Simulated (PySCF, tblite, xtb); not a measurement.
Breaking a bond: OB (cation, charge +1), lowest triplet found (which spin is the ground state isn't settled by this scan).

- GFN1-xTB (xtb)
- GFN2-xTB, 300 K electronic temperature (tblite)
- UMP2/6-31G* = PySCF 2.14.0 with unrestricted MP2 (frozen core)/6-31G*, spherical d

Energies are in eV, each relative to the lowest point of its own curve between 1.07 and 1.62 Å, where full CI is lowest.

| R / Å | GFN1-xTB | GFN2-xTB | UMP2/6-31G* |
|---|---|---|---|
| 1.07 | … | 1.144 | 2.803 |
| 1.17 | … | 0.074 | 0.769 |
| 1.24 | 0.007 | 0.000 | … |
| 1.31 | 0.000 | 0.162 | 0.000 |
| 1.36 | 0.139 | 0.406 | 0.054 |
| 1.43 | 0.463 | 0.856 | 0.297 |
| 1.47 | 0.694 | 1.148 | 0.497 |
| 1.52 | … | 1.535 | 0.794 |
| 1.55 | 1.212 | … | 0.993 |
| 1.62 | 1.697 | … | 1.515 |
| 1.69 | 2.189 | 2.916 | 2.053 |
| 1.78 | 2.807 | 3.639 | 3.026 |

Question: What belongs in the gaps?

Answer: 
- 1.07, GFN1-xTB: 1.968
- 1.17, GFN1-xTB: 0.377
- 1.24, UMP2/6-31G*: 0.172
- 1.52, GFN1-xTB: 1.011
- 1.55, GFN2-xTB: 1.774
- 1.62, GFN2-xTB: 2.344

The scan ran from 1.07 to 5.14 Å; beyond the distances shown full CI changes its symmetry label. The unrestricted determinant behind UMP2/6-31G* is spin-contaminated at 1.69 to 1.78 Å (<S²> up to 2.4, against 2.00 for a pure triplet).
